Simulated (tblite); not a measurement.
C₂H₆AlF (SMILES [CH3][Al]([CH3])[F]), singlet, geometry from GFN2-xTB (such geometries of metal compounds can be far from the true shape); tblite 0.6.0 with GFN1-xTB with ALPB(water).

Input for tblite:
```
$ tblite run mol.xyz --method gfn1 --charge 0 --spin 0 --alpb water --json tblite.json --no-restart

# file mol.xyz
10

Al    -0.01873622     0.01128456    -0.01949987
C      1.82868265    -0.13941676    -0.74158589
H      2.23712794    -1.14909666    -0.65766910
H      2.53495403     0.51967783    -0.23045799
H      1.84292245     0.13399660    -1.80155726
C     -0.74425394    -0.52313267     1.75297945
H     -1.55785866    -1.24709688     1.64474875
H     -1.17283915     0.33536843     2.27920618
H      0.00348516    -0.96852525     2.41114294
F     -1.12786591     0.68936370    -1.05114186
```

Output, abridged:

```
xTB calculator
 | screened Coulomb repulsion
 | Coulomb electrostatics
 |  * isotropic Klopman-Ohno-Mataga-Nishimoto electrostatics
 |  * onsite third-order electrostatics
 | DFT-D3(BJ) dispersion correction
 | Interactions (3)
 | [1] alpb/gbsa reaction field model
 | [2] cds contribution to solvation
 | [3] empirical free energy shift and standard state/solvent correction

halogen bonding energy    0.0000000000000E+00 Eh
repulsion energy          1.1789222897261E-01 Eh
dispersion energy        -2.2701598285303E-03 Eh
interaction energy        3.8115803148801E-04 Eh
number of electrons       2.4000000000000E+01 e
integral cutoff           4.0000000000000E+01 bohr

------------------------------------------------------------
  cycle        total energy    energy error   density error
------------------------------------------------------------
      1     -13.90035278286  -1.4016356E+01   5.5419958E-01
      2     -13.94431520590  -4.3962423E-02   3.1320445E-01
      3     -13.94432825573  -1.3049825E-05   5.4347364E-02
      4     -13.94585714158  -1.5288859E-03   3.3819079E-02
      5     -13.94851070076  -2.6535592E-03   5.9872603E-03
      6     -13.94854583267  -3.5131911E-05   3.8693827E-03
      7     -13.94858142029  -3.5587617E-05   1.8536628E-04
      8     -13.94858139749   2.2798819E-08   1.9617047E-04
      9     -13.94858148286  -8.5367775E-08   1.7544353E-05
------------------------------------------------------------

electronic energy        -1.4064584710035E+01 Eh
total energy             -1.3948581482860E+01 Eh

Post processing:
 | Mayer-Wiberg bond orders

[Info] JSON dump of results written to 'tblite.json'
```
